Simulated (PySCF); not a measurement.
C$_{2}$H$_{6}$BiBrO$_{2}$ (SMILES C[O][Bi]([Br])[O]C), singlet, geometry from GFN2-xTB (such geometries of metal compounds can be far from the true shape) (core potentials on Bi); PySCF with DF-PBE0/def2-SVP.

The PySCF input:
```python
from pyscf import gto, scf, dft

mol = gto.M(
    atom='''
Bi   -0.03049111   -0.10998059    0.69922272
Br   -1.48319282    0.53144951   -1.25366574
O     0.78630916   -1.60795477   -0.52499583
C     2.02426480   -2.14652830   -0.16822317
H     1.95682035   -2.74159390    0.75276992
H     2.33458532   -2.79991682   -0.98519311
H     2.78456911   -1.37006336   -0.02639800
O     1.50142583    1.22825698    0.26134127
C     1.84550553    1.45998778   -1.08025546
H     1.94504764    0.52588890   -1.64132169
H     1.09735849    2.08852527   -1.57611309
H     2.80362776    1.98164177   -1.08082022
''',
    basis='def2-svp',
    ecp={'Bi': 'def2-svp'},
    verbose=4,
    max_memory=1800,
)

mf = dft.RKS(mol)
mf.xc = 'pbe0'
mf = mf.density_fit(auxbasis='def2-universal-jkfit')
mf.kernel()
```

Predict the main parts of the log of this PySCF run.


```
PySCF version 2.14.0

[INPUT] verbose = 4
[INPUT] num. atoms = 12
[INPUT] num. electrons = 92
[INPUT] charge = 0
[INPUT] spin (= nelec alpha-beta = 2S) = 0
[INPUT] symmetry False subgroup None
[INPUT] Mole.unit = angstrom
[INPUT] Symbol           X                Y                Z      unit          X                Y                Z       unit  Magmom
[INPUT]  1 Bi    -0.030491110000  -0.109980590000   0.699222720000 AA   -0.057619847134  -0.207833194118   1.321339440873 Bohr   0.0
[INPUT]  2 Br    -1.483192820000   0.531449510000  -1.253665740000 AA   -2.802828219721   1.004294022934  -2.369084900350 Bohr   0.0
[INPUT]  3 O      0.786309160000  -1.607954770000  -0.524995830000 AA    1.485908961637  -3.038594135988  -0.992098335239 Bohr   0.0
[INPUT]  4 C      2.024264800000  -2.146528300000  -0.168223170000 AA    3.825306075597  -4.056350605628  -0.317895719106 Bohr   0.0
[INPUT]  5 H      1.956820350000  -2.741593900000   0.752769920000 AA    3.697854536476  -5.180861615778   1.422528983611 Bohr   0.0
[INPUT]  6 H      2.334585320000  -2.799916820000  -0.985193110000 AA    4.411726869230  -5.291075961363  -1.861745157709 Bohr   0.0
[INPUT]  7 H      2.784569110000  -1.370063360000  -0.026398000000 AA    5.262072992824  -2.589044523701  -0.049884990236 Bohr   0.0
[INPUT]  8 O      1.501425830000   1.228256980000   0.261341270000 AA    2.837283615048   2.321069302785   0.493863425346 Bohr   0.0
[INPUT]  9 C      1.845505530000   1.459987780000  -1.080255460000 AA    3.487500013070   2.758977049412  -2.041386963966 Bohr   0.0
[INPUT] 10 H      1.945047640000   0.525888900000  -1.641321690000 AA    3.675607338832   0.993785992949  -3.101648476408 Bohr   0.0
[INPUT] 11 H      1.097358490000   2.088525270000  -1.576113090000 AA    2.073707006566   3.946740764533  -2.978422081442 Bohr   0.0
[INPUT] 12 H      2.803627760000   1.981641770000  -1.080820220000 AA    5.298088621628   3.744760222298  -2.042454205692 Bohr   0.0

nuclear repulsion = 617.266045301209
number of shells = 64
number of NR pGTOs = 273
number of NR cGTOs = 144
basis = def2-svp
ecp = {'Bi': 'def2-svp'}

******** <class 'pyscf.df.df_jk.DFRKS'> ********
method = DFRKS
initial guess = minao
damping factor = 0
level_shift factor = 0
DIIS = <class 'pyscf.scf.diis.CDIIS'>
diis_start_cycle = 1
diis_space = 8
diis_damp = 0
SCF conv_tol = 1e-09
SCF conv_tol_grad = None
SCF max_cycles = 50
direct_scf = False
XC library pyscf.dft.libxc version 7.1.2
    S. Lehtola, C. Steigemann, M. J. T. Oliveira, and M. A. L. Marques,  SoftwareX 7, 1–5 (2018)
XC functionals = pbe0
    C. Adamo and V. Barone,  J. Chem. Phys. 110, 6158 (1999)
    M. Ernzerhof and G. E. Scuseria,  J. Chem. Phys. 110, 5029 (1999)
radial grids:
    Treutler-Ahlrichs [JCP 102, 346 (1995); DOI:10.1063/1.469408] (M4) radial grids

becke partition: Becke, JCP 88, 2547 (1988); DOI:10.1063/1.454033
pruning grids: <function nwchem_prune>
grids dens level: 3
symmetrized grids: False
atomic radii adjust function: <function treutler_atomic_radii_adjust>
small_rho_cutoff = 0
Set gradient conv threshold to 3.16228e-05
Initial guess from minao.
tot grids = 159120
******** <class 'pyscf.df.df.DF'> ********
auxbasis = def2-universal-jkfit
init E= -2990.58424925821
  HOMO = -0.652936890798125  LUMO = -0.610773486360061  gap/eV = 1.14732
cycle= 1 E= -3015.23997427453  delta_E= -24.7  |g|=    3  |ddm|= 13.8
  HOMO = 0.0770316260839299  LUMO = 0.0812519657446857  gap/eV = 0.11484
cycle= 2 E= -3004.21652817245  delta_E=   11  |g|= 7.23  |ddm|= 29.1
  HOMO = -0.219608131046967  LUMO = 0.00662200327233567  gap/eV = 6.15604
cycle= 3 E= -3017.65640283301  delta_E= -13.4  |g|= 1.16  |ddm|= 27.9
  HOMO = -0.162976800178345  LUMO = -0.0429727538751605  gap/eV = 3.26548
cycle= 4 E= -3017.73726529364  delta_E= -0.0809  |g|= 1.21  |ddm|= 2.51
  HOMO = -0.263122690313907  LUMO = -0.0366829223317928  gap/eV = 6.16174
cycle= 5 E= -3018.03258796719  delta_E= -0.295  |g|= 0.198  |ddm|= 1.23
  HOMO = -0.263550984401472  LUMO = -0.0570012505923489  gap/eV = 5.62050
cycle= 6 E= -3018.04048962402  delta_E= -0.0079  |g|= 0.118  |ddm|= 0.38
  HOMO = -0.266837128207527  LUMO = -0.0563459203589951  gap/eV = 5.72776
cycle= 7 E= -3018.04288288287  delta_E= -0.00239  |g|= 0.0532  |ddm|= 0.138
  HOMO = -0.271356270293851  LUMO = -0.0545929399075835  gap/eV = 5.89843
cycle= 8 E= -3018.043462736  delta_E= -0.00058  |g|= 0.0108  |ddm|= 0.0557
  HOMO = -0.270546597733374  LUMO = -0.0536991572184242  gap/eV = 5.90072
cycle= 9 E= -3018.04348572193  delta_E= -2.3e-05  |g|= 0.00193  |ddm|= 0.0102
  HOMO = -0.270505340403225  LUMO = -0.0536482259279  gap/eV = 5.90098
cycle= 10 E= -3018.04348660141  delta_E= -8.79e-07  |g|= 0.00061  |ddm|= 0.00219
  HOMO = -0.270435286041798  LUMO = -0.053631701499039  gap/eV = 5.89953
cycle= 11 E= -3018.04348669757  delta_E= -9.62e-08  |g|= 0.000145  |ddm|= 0.000763
  HOMO = -0.27045252470779  LUMO = -0.0536477054770959  gap/eV = 5.89956
cycle= 12 E= -3018.04348670466  delta_E= -7.09e-09  |g|= 2.4e-05  |ddm|= 0.000236
  HOMO = -0.270451938718909  LUMO = -0.053647605465584  gap/eV = 5.89955
cycle= 13 E= -3018.04348670483  delta_E= -1.76e-10  |g|= 9.44e-06  |ddm|= 4.29e-05
  HOMO = -0.270453472344429  LUMO = -0.0536476487044037  gap/eV = 5.89959
Extra cycle  E= -3018.04348670483  delta_E= 7.28e-12  |g|= 1.2e-05  |ddm|= 2.52e-05
converged SCF energy = -3018.04348670483
```
